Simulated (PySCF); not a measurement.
C3H9ClSi2.
SMILES: `[SiH3]/C=C/[SiH2]CCl`

A PySCF run (density fitting, gas phase, GFN2-xTB geometry) gave HOMO -7.71 eV, LUMO -1.11 eV, dipole 1.62 D and E = -1158.551 Eh.

Question: Which of these levels was it?
A. WP04/cc-pVDZ
B. B3LYP/def2-SVPD
C. B97-D/def2-TZVP
D. B97-D/pcSseg-1
E. PBE0/STO-3G

Answer: B. It is B3LYP/def2-SVPD. All candidates on this geometry:

```
                             level and settings                                   kind  basis functions  SCF cycles      E (Eh)  HOMO (eV)  LUMO (eV)  dipole (D)
                                B97-D/def2-TZVP                                    GGA              258          15  -1158.8825      -6.59      -1.76        1.50
                B97-D/pcSseg-1, start guess sap                                    GGA              168          20  -1158.7537      -6.62      -1.70        1.63
                                   WP04/cc-pVDZ  global hybrid fitted to proton shifts              141          14  -1172.7436      -8.85      -2.65        1.63
                                B3LYP/def2-SVPD                          global hybrid              207          14  -1158.5508      -7.71      -1.11        1.62
PBE0/STO-3G, fitting basis def2-universal-jkfit                          global hybrid               51           9  -1145.2742      -5.70       3.32        2.22
```

The nearest other candidate, by the summed differences of HOMO and LUMO, is B97-D/pcSseg-1: its HOMO differs by +1.09 eV and its LUMO by -0.59 eV. B97-D ran without the empirical dispersion term, which would shift the total energy alone. Cycle counts include a coarse-grid stage where the run had one. WP04 was designed for NMR shieldings or shifts; total energies of different functionals aren't comparable.

Conformer computed: `[SiH3:1]/[CH:2]=[CH:3]/[SiH2:4][CH2:5][Cl:6]`: C2–C3–Si4–C5 7°, C3–Si4–C5–Cl6 -68°.
